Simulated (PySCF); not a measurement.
H5BN2, singlet, geometry from GFN2-xTB. Base run: CAMB3LYP/6-31G*, polarisability (PySCF).

Here is a job for PySCF.
```python
from pyscf import gto, scf, dft
from pyscf.prop import polarizability

mol = gto.Mole()
mol.atom = '''
    B    -0.26479829   -0.27250486   -0.35740732
    H    -0.85980722   -0.88483067   -1.16051127
    N    -0.10521353    1.11142917   -0.51059803
    H    -0.47695394    1.62943800   -1.28449531
    H     0.39432189    1.68597126    0.14536885
    N     0.28527290   -0.92612943    0.75363034
    H     0.80416719   -0.45260188    1.47227294
    H     0.20184789   -1.91255062    0.91317524
'''
mol.basis = '6-31g*'
mol.verbose = 4
mol.build()

mf = dft.RKS(mol)
mf.xc = 'camb3lyp'
mf.kernel()
alpha = mf.Polarizability().polarizability()[2, 2]
print('alpha_zz =', alpha)
```

Variants of this job, named by their change:

| change | alpha_zz (bohr³) | basis functions | core-seconds (rough) |
|---|---|---|---|
| base | 24.73 | 52 | 10 |
| basis = def2-SVPD | 33.51 | 100 | 30 |
| basis = def2-SVP | 26.20 | 67 | 10 |
| functional = pbe | 25.81 | 52 | 9 |
| functional = lda,vwn | ? | 52 | 3 |
| finite field (a.u.) = 0.001; conv_tol = 1e-6 | 24.67 | 52 | 7 |
| functional = hf | 23.27 | 52 | 0.7 |
| basis = cc-pVDZ | 26.74 | 67 | 10 |
| finite field (a.u.) = 2e-4; conv_tol = 1e-11 | 24.73 | 52 | 10 |
| basis = def2-TZVP | ? | ? | 50 |
| finite field (a.u.) = 0.001; conv_tol = 1e-11 | 24.73 | 52 | 20 |
| finite field (a.u.) = 2e-4; conv_tol = 1e-6 | 24.01 | 52 | 6 |

### Question
Complete the blanks.

### Answer

- functional = lda,vwn, alpha_zz (bohr³): 26.00
- basis = def2-TZVP, alpha_zz (bohr³): 30.75
- basis = def2-TZVP, basis functions: 123

Finite-field rows take the second difference of the energy in a field along z; a small field with loose convergence shows SCF noise divided by the square of the field, and a large one adds hyperpolarisability.
